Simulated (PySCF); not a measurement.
How do the members of this family differ from one of them?

PySCF, PBE0/def2-SVPD, density fitting, gas phase; each molecule at its own PBE0-D3(BJ)/def2-SVP geometry, one conformer. Singlet excitations by full TDDFT with frozen cores, triplets by Tamm–Dancoff TDDFT and ionisation energies by ΔSCF, from the lowest of the holes tried. 

Reference: `CCCB1NCCN1`, with HOMO energy -6.07 eV, LUMO energy 0.44 eV, lowest singlet excitation 5.36 eV, lowest triplet excitation 5.22 eV, mean polarisability 88.3 au and vertical ionisation energy 8.00 eV.

Changes against it:

```json
{"molecule": "[SiH3]OB1NCCN1", "Δ HOMO energy (eV)": "-0.20", "Δ LUMO energy (eV)": "-0.32", "Δ lowest singlet excitation (eV)": "-0.03", "Δ lowest triplet excitation (eV)": "-0.01", "Δ mean polarisability (au)": "-7.1", "Δ vertical ionisation energy (eV)": "+0.25"}
{"molecule": "c1coc(B2NCCN2)c1", "Δ HOMO energy (eV)": "-0.15", "Δ LUMO energy (eV)": "-0.70", "Δ lowest singlet excitation (eV)": "-0.31", "Δ lowest triplet excitation (eV)": "-1.55", "Δ mean polarisability (au)": "+13.1", "Δ vertical ionisation energy (eV)": "+0.07"}
{"molecule": "[SiH3]N([SiH3])B1NCCN1", "Δ HOMO energy (eV)": "-0.37", "Δ LUMO energy (eV)": "-0.34", "Δ lowest singlet excitation (eV)": "+0.12", "Δ lowest triplet excitation (eV)": "+0.13", "Δ mean polarisability (au)": "+23.5", "Δ vertical ionisation energy (eV)": "+0.29"}
```

Rows whose labels were lost:

```
row  Δ HOMO energy (eV)  Δ LUMO energy (eV)  Δ lowest singlet excitation (eV)  Δ lowest triplet excitation (eV)  Δ mean polarisability (au)  Δ vertical ionisation energy (eV)
  P               -0.44               -0.32                             +0.09                             +0.09                        -2.5                              +0.42
  Q               -0.21               -2.35                             -1.92                             -2.30                        +5.4                              +0.19
```

Q: Which row belongs to which of `ClB(Cl)B1NCCN1` and `FC(F)(F)SB1NCCN1`?

A: P = `FC(F)(F)SB1NCCN1` and Q = `ClB(Cl)B1NCCN1`. P and Q are told apart most clearly by the lowest triplet excitation (+0.09 against -2.30 eV).

Q: Which row has the smallest HOMO–LUMO gap and which the largest, and does the HOMO or the LUMO shift more there?

A: Smallest, counted from the reference: Q, -2.14 eV (HOMO -0.21, LUMO -2.35), the larger shift being that of the LUMO. Largest: P, +0.12 eV (HOMO -0.44, LUMO -0.32), the larger shift being that of the HOMO.
